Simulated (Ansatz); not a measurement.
(AgH)3 ring (Ag3H3). Total charge 0; triplet. Geometry PBE0-D4/def2-TZVP, that of the neutral singlet; atoms count from 1.

```xyz
6

Ag    0.6702   -0.9477    1.0601
H    -0.8527   -1.7924    0.4453
Ag   -1.3293   -0.4374   -0.7161
H    -0.8675    1.2262   -1.3718
Ag    0.6591    1.3851   -0.3440
H     1.7202    0.5662    0.9265
```

In the def2 sets Ag takes a core potential; there is no spin–orbit coupling. At PBE0-D4/def2-TZVP a singlet of charge 0 lies 3.72 eV below the triplet at the same geometry.

**Question.** Estimate the Mulliken populations from the PBE0/def2-TZVP orbitals of Ansatz.

**Answer.** 
```
atom  charge (e)  spin (α − β)  d electrons
 Ag1       -0.06          0.62         9.76
  H2        0.12          0.41            –
 Ag3       -0.06          0.62         9.76
  H4       -0.08          0.12            –
 Ag5        0.15          0.11         9.82
  H6       -0.08          0.12            –
```
Mulliken values depend strongly on the basis.

**Question.** Where does the spin sit?

**Answer.** Summed by element: Ag 1.35, H 0.65, of 2 unpaired in all. Largest on single atoms: Ag1 0.62, Ag3 0.62, H2 0.41.

**Question.** And the Mayer bond orders between heavy atoms (over 0.3)?

**Answer.** Ag1–Ag3 0.56 (2.72 Å); Ag1–Ag5 0.36 (2.72 Å); Ag3–Ag5 0.36 (2.72 Å).
